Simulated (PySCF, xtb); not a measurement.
Ga(H)2(NH2) (GaH₄N), SMILES [NH2][GaH2].

Harmonic wavenumbers (cm⁻¹) from GFN2-xTB run with xtb at its own minimum, in rising order: 259, 267, 311, 450, 565, 625, 693, 1457, 1718, 1728, 3375, 3399.

What does B3LYP-D3(BJ)/def2-TZVP (PySCF) give at its own minimum? (Estimate from the structure and the level; the computed values follow.)

317, 437, 538, 611, 683, 743, 767, 1568, 1985, 1987, 3574, 3674. Paired by order, the mean absolute difference is 170 cm⁻¹ and the zero-point energies are 21.2 and 24.1 kcal/mol.
